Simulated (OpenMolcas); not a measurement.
## Lu: effect of the active space

```yaml
Program: OpenMolcas 26.06
Method: CASSCF
Basis: ANO-RCC-VQZP
Scalar_Hamiltonian: DKH2, point nucleus
Spin-orbit_coupling: RASSI with atomic mean-field integrals over the reference wave functions, term energies averaged over their components
```

A. 3 electrons in 6 orbitals (5d 6s); 2S+1 = 4 even, 20 roots (10 in the spin-orbit step); 2S+1 = 2 even, 30 roots; cost of the order of 50 core-seconds
B. 3 electrons in 11 orbitals (5d 6s 6d); 2S+1 = 2 even, 5 roots; 2S+1 = 4 even, 7 roots kept (CI in the orbitals of an earlier block); cost of the order of 28 core-seconds

Energies in cm⁻¹ above 5d 6s² ²D_3/2, the measured ground level; measured values from NIST Handbook of Basic Atomic Spectroscopic Data.

```tsv
Level	A	B	Measured
5d 6s² ²D_3/2	0.0	0.0	0.0
5d 6s² ²D_5/2	1819	2267	1994
5d² 6s ⁴F_3/2	14791	16511	18851
5d² 6s ⁴F_5/2	15404	17156	19403
5d² 6s ⁴F_7/2	16265	18060	20247
```

Deviations, from unrounded energies. A percentage is the sum of absolute deviations over the sum of measured energies, with the sign that they share, or ± where signs differ.

| Against measurement | Levels | A | B |
| --- | --- | --- | --- |
| mean absolute deviation (cm-1) | 4 | 3100 | 1800 |
| fine structure of the ground term (%) | 1 | -8.8 | +13.7 |
| other configurations (%) | 3 | -20.6 | -11.6 |

B lies closest to measurement on these levels. The largest miss of B in the table is 5d² 6s ⁴F_3/2, by -2300 cm-1. The ranking rests on the paired levels alone, and a cruder setting can come out closer through cancelling errors.

Between A and B the level of the table that moves most is 5d² 6s ⁴F_7/2, by 1800 cm-1 (lowest in A, highest in B).

Without dynamic correlation excited terms often stand tens of per cent too high (terms of higher spin than the ground term too low), and those without a measured partner can miss by more than the paired ones. Some high roots are left out of the spin-orbit mixing, which shifts the levels that they would mix with (holds for A). A single d shell beside an s shell can misplace configurations of different d count against each other (holds for A). Terms from blocks run as CI alone lack orbitals of their own (holds for B). Active for correlation alone: 6d; no level in the range computed is led by a configuration that fills it, so any true level of that kind is missing (holds for B). Measured partners are found by configuration, term and J. A level has none where our copy of the source lacks it or the pairing is in doubt (some pairs that miss far off the trend of their configuration count as doubtful), and it then counts in no deviation. Levels of configurations outside the active space are missing. The table leaves out levels that lie high or whose names do not pair safely across all columns.
